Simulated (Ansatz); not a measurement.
Energy profile

The step: SiH₂SF₂ ([F][SiH]([F])[SH]) → SiSF₂ ([F][Si]([F])[S]) + H₂; bonds formed: H2–H4; bonds broken: Si1–H2, S3–H4 (atoms numbered as in the saddle structure below).

Si1  (-0.028, 0.084, 0.424)
H2  (-0.232, 0.391, -1.217)
S3  (0.837, -1.673, 0.181)
H4  (0.207, -0.486, -1.117)
F5  (-1.513, 0.285, 0.900)
F6  (0.730, 1.400, 0.830)
(Å)

Electronic energies by CCSD(T) at an estimated basis limit (MP2 extrapolated from triple and quadruple zeta, plus CCSD(T) − MP2 in triple zeta), on PBE0-D4/def2-TZVP structures; SiH₂SF₂, singlet; no counterpoise correction. Ansatz 0.2.0; basis: def2-TZVPP and def2-QZVPP; cores frozen in the correlated methods. Extrapolation: Hartree–Fock as exp(−7.88 √X), correlation as X^−2.97.

Give the profile in kcal/mol, counted from the start structure. (An estimate is asked for; the value comes from the calculation.)

By the calculation:
```json
{"point": "start structure", "kcal/mol": "0.00"}
{"point": "saddle", "kcal/mol": "52.51"}
{"point": "end structure", "kcal/mol": "34.75"}
{"point": "separated: SiSF₂ (linked as [F][Si]([F])[S]; Si1, S3, F5, F6; singlet) + H₂ (H2, H4; singlet)", "kcal/mol": "35.99"}
```

No T1 diagnostic of these runs exceeds 0.014.

For scale, one of the runs: CCSD(T)/def2-TZVPP, 174 basis functions, launched by `ansatz run in.yaml --threads 2 --pin off --events-out ev --progress --plain --max-ram 4352MiB`. The run took 52 s on 2 CPU threads of an Arm Neoverse V1 (shared host), with 1.5 GiB of host memory at its peak.
